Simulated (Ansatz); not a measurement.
This geometry of AlCl2H + H4Si (9 atoms, charge 0, multiplicity 1) is a first-order saddle point.

The calculation used Ansatz, RKS PBE/def2-SVP.

```xyz
9
Properties=species:S:1:pos:R:3
Al -0.058 -0.219 -0.022
H 0.294 0.419 1.544
Cl 1.575 0.052 -1.327
Cl -2.077 0.113 -0.528
Si 0.132 -2.603 1.021
H -0.177 -3.276 -0.297
H 1.493 -3.050 1.477
H -0.914 -3.010 2.021
H 0.273 -0.720 1.533
```

Task: Which two structures does it join? (They come from a converged band through this point; their orientation in space is the band's.)

Result: Bonds broken: Al1–H2, Si5–H9. Bonds formed: Al1–Si5, H2–H9. AlCl2H + H4Si becomes AlCl2H3Si + H2.

Initial state:

```xyz
9
Properties=species:S:1:pos:R:3
Al -0.035 0.292 0.137
H 0.210 1.304 1.331
Cl 1.585 -0.311 -1.108
Cl -1.992 -0.010 -0.632
Si 0.162 -2.759 1.116
H -0.291 -3.011 -0.285
H 1.601 -3.113 1.331
H -0.734 -3.425 2.117
H 0.036 -1.261 1.416
```

Final state:

```xyz
9
Properties=species:S:1:pos:R:3
Al -0.093 -0.695 -0.231
H 0.540 0.574 1.677
Cl 1.561 0.356 -1.056
Cl -2.022 0.111 -0.600
Si 0.152 -2.904 0.772
H -0.207 -3.975 -0.226
H 1.567 -3.139 1.234
H -0.767 -3.045 1.958
H -0.189 0.424 1.893
```

Task: How far does it lie above each of them?

Result: 30.9 kcal/mol above the first and 27.1 kcal/mol above the second. This is the barrier of this one path; another mechanism may lie lower. The orbitals stay closed-shell, which can raise the energy where a bond breaks towards radicals; this wasn't checked here.

Run time: 110 s on 2 threads of Intel(R) Xeon(R) Platinum 8488C (Sapphire Rapids), with other jobs on the host, peak memory 0.15 GiB.
